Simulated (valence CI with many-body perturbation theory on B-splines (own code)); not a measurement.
Sensitivity of CI+MBPT for La⁷⁺

Computed by valence CI with perturbative core correlation (CI+MBPT): four valence electrons over a frozen Dirac-Fock core [Kr] 4d10, radial functions for each j: 5 s, 5 p, 5 d, 5 f, 2 g, with the one-electron correlation potential Σ1 (screened to all orders), the two-electron term Σ2, the three-electron term Σ3, Breit, model QED; selected single and double excitations, second order for the rest, scaled by the run's own slope (own B-spline code, finite nucleus).

No measured spectrum was set against this ion. As an estimate, levels hold to about 250 cm⁻¹ or 0.2 % of their energy and the worst to 1 %, as in measured heavy ions of charge 2 to 7; those with d or f electrons hold less well.

The reference run has the lowest level (5s^2 5p1/2^2) J=0 and an ionisation energy of 105.851 eV. Its largest variational space holds 10000 state functions.

Levels are named by their leading jj configuration (3d3/2^4 stands for four electrons in 3d with j = 3/2), which in mixed levels can hold well under half, so a name can repeat and another be missing.

| Level | Reference (cm⁻¹) | Shift (cm⁻¹) |
| --- | --- | --- |
| (5s^2 5p1/2 5p3/2) J=1 | 19254 | -5.4 |
| (5s^2 5p1/2 5p3/2) J=2 | 25745 | -1.7 |
| (5s^2 5p3/2^2) J=2 | 50755 | -3.4 |
| (5s^2 5p3/2^2) J=0 | 70774 | -4.0 |
| (4f5/2 5s^2 5p1/2) J=3 | 114881 | +368 |
| (4f7/2 5s^2 5p1/2) J=3 | 118875 | +364 |
| (4f5/2 5s^2 5p1/2) J=2 | 119866 | +361 |
| (4f7/2 5s^2 5p1/2) J=4 | 120708 | +365 |
| (5s 5p1/2^2 5p3/2) J=2 | 137441 | -10 |
| (4f5/2 5s^2 5p3/2) J=3 | 138688 | +361 |
| (4f7/2 5s^2 5p3/2) J=4 | 141357 | +360 |
| (4f7/2 5s^2 5p3/2) J=5 | 144641 | +363 |

The ionisation energy moves by -0.009 eV.

(1) Which of these changes was made?
A. screening of Σ1 on → off; scale of Σ1 1 → 0; scale of Σ2 1 → 0; three-electron term on → off
B. highest l in the core sums 6 → 7
C. Breit term on → off

Answers

(1) B. highest l in the core sums 6 → 7.
